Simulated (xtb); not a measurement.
Si(F)(SiH3) (FH3Si2), SMILES F[Si][SiH3] (connectivity only; charge and spin as stated), neutral, multiplicity 1. All values are semi-empirical tight-binding results from xtb (GFN2-xTB unless named), good for trends rather than for accurate numbers. Geometry: GFN2-xTB.

Optimised geometry:

```xyz
6

Si     0.5743     0.3393     0.7315
F      0.2185     1.8108     0.0677
Si    -0.5502    -1.1484    -0.5964
H      0.4908    -2.0748    -1.0855
H     -1.4303    -0.9486    -1.7585
H     -1.3649    -1.9462     0.3422
```

point group as xtb finds it: Cs
orbital gap: 1.77 eV
dipole moment: 0.85 D
zero-point energy: 15.9 kcal/mol
G − E(el) at 298.15 K (modified RRHO): -2.1 kcal/mol
static polarisability (D4 model): 65.3 bohr³
solvation energy, GFN2-xTB/ALPB(water): 0.2 kcal/mol
solvation energy, GFN2-xTB/ALPB(dmso): -1.1 kcal/mol

Q: Give the atomic charges and the Wiberg bond orders between heavy atoms. (Estimate from the structure and the level; the computed values follow.)

A: charges (e) Si1 0.40, F2 -0.30, Si3 0.34, H4 -0.17, H5 -0.10, H6 -0.17. Bond orders Si1–F2 1.14, Si1–Si3 1.12.
